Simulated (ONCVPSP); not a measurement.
germanium: excitation energies, all-electron against ONCV

germanium (Ge), optimised norm-conserving Vanderbilt (ONCV), made with ONCVPSP 4.0.1 (PBE, scalar-relativistic). Core [Ar] 3d10, reference 4s2 4p2. Waves: 4s: rc 1.90 bohr, ncon 3, nbas 6, qcut 2.9 1/bohr, 2 projectors, debl 1.2 Ha; 4p: rc 2.35 bohr, ncon 4, nbas 8, qcut 2.8 1/bohr, 1 projector. Local part: polynomial inside 1.85 bohr (lpopt 5, dvloc0 2 Ha). Core correction: polynomial model core, fcfact 0.25.

Energies are relative to the spin-unpolarised reference configuration 4s2 4p2; without spin polarisation the order of configurations can differ from experiment.

(1) Give the all-electron excitation energy and the error of the potential for: 4s2 4p1; 4s2 4p0; 4s1 4p0; 4s1 4p3.

## Answers

(1)

```tsv
valence configuration	charge	ΔE all-electron (eV)	error AE − PS (meV)
4s2 4p1	+1	7.444	-6.1
4s2 4p0	+2	22.883	-56
4s1 4p0	+3	57.675	-307
4s1 4p3	0	7.972	-15
```
